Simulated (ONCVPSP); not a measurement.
**Cs (Z = 55): excitation energies, all-electron against ONCV**

caesium, optimised norm-conserving Vanderbilt (ONCV), made with ONCVPSP 4.0.1 (LDA (Perdew-Wang 92), scalar-relativistic). Core [Kr] 4d10, reference 5s2 5p6 5d1. Waves: 5s: rc 2.85 bohr, ncon 4, nbas 9, qcut 4.3 1/bohr, 2 projectors, debl 2.8 Ha; 5p: rc 2.10 bohr, ncon 3, nbas 7, qcut 3.1 1/bohr, 1 projector; 5d: rc 3.75 bohr, ncon 4, nbas 8, qcut 2.3 1/bohr, 1 projector. Local part: polynomial inside 1.35 bohr (lpopt 1, dvloc0 0 Ha). Core correction: Teter function fitted to the true core (icmod 2), fcfact 0.3.

Energies are relative to the spin-unpolarised reference configuration 5s2 5p6 5d1; without spin polarisation the order of configurations can differ from experiment. Not all tests gave a result: 1 of 4 tests not solved or not reliable.

```csv
valence configuration,charge,ΔE all-electron (eV),error AE − PS (meV)
5s2 5p6 5d0 6s1,0,-1.721,+19
5s2 5p6 5d0,+1,2.275,+2.4
5s2 5p6 5d0 6s0.5,+0.5,-0.168,+13
```

Note: no bound ghost flagged; GHOST(+) flagged for s at 32.8 eV, d at 86.2 eV.
